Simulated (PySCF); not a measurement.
C3H10O2Si, SMILES CCO[Si@@H](C)O. Atoms are numbered in the order given.

```xyz
16

C      2.9314    -0.0734    -0.6817
C      1.5187     0.4277    -0.8730
O      0.6564    -0.2360     0.0151
Si    -0.8851     0.2586     0.4065
C     -2.1163    -0.1359    -0.9253
O     -1.3440    -0.5873     1.7548
H      3.6214     0.4220    -1.3814
H      3.2736     0.1233     0.3454
H      2.9782    -1.1590    -0.8536
H      1.4813     1.5235    -0.7096
H      1.1978     0.2541    -1.9187
H     -0.8173     1.7334     0.6703
H     -3.1305     0.1734    -0.6293
H     -1.8617     0.3826    -1.8628
H     -2.1292    -1.2192    -1.1207
H     -0.7236    -0.5789     2.4893
```

Coordinates come from a PBE0-D3(BJ)/def2-SVP optimisation. The structure was generated by enumeration; whether it is a known compound was not checked. One conformer was computed; it need not be the lowest.

The numbers are results of SMD-PBE0/def2-SVP in PySCF, not measurements.

Solvation free energies are E(SMD) − E(gas) at the gas-phase geometry, for 1 M in both phases. In vacuum the dipole moment is 1.34 D.

Q: Estimate the solvation free energies in water, dichloromethane, 2-propanol. (An estimate is asked for; the answer gives what the named calculation found.)

A: 
| solvent | ΔG(solv) (kcal/mol) | its non-electrostatic (CDS) part | dipole (D) |
|---|---|---|---|
| water | -3.8 | 4.2 | 1.88 |
| dichloromethane | -5.2 | -1.1 | 1.62 |
| 2-propanol | -6.5 | 0.1 | 1.77 |
